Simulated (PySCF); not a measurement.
CH7FO2Si2, SMILES O[Si](O)(F)C[SiH3].

The structure is a stationary point at PBE-D3(BJ)/def2-SVP. This is a generated structure with no PubChem entry under its InChIKey; it may be hypothetical. Other conformers were not sampled.

Two levels are set side by side: PBE/def2-TZVP (PySCF) and PBE0/def2-TZVP (PySCF). Same geometry, gas phase. Differences are taken from unrounded values.

```tsv
quantity	PBE
orbital gap (eV)	6.81
highest occupied level (eV)	-7.41
lowest empty level (eV)	-0.60
dipole moment (D)	1.71
mean polarisability (bohr³)	71.3
```

Task: These are the PBE values. What does PBE0 give? (The exact figures need the calculation; the answer reports its results.)

Result: 
```tsv
quantity	PBE0	PBE minus PBE0
orbital gap (eV)	9.10	-2.28
highest occupied level (eV)	-8.84	1.42
lowest empty level (eV)	0.26	-0.86
dipole moment (D)	1.73	-0.02
mean polarisability (bohr³)	68.1	3.2
```

Without exact exchange PBE keeps part of each electron's self-repulsion, which lifts occupied levels and narrows the gap. PBE's more diffuse valence density responds more strongly to a field. Differences between two approximate levels are no errors against the true value.

Rough cost on one machine, each run with all the roots and properties that it gave: PBE0 against PBE within a factor of 2.
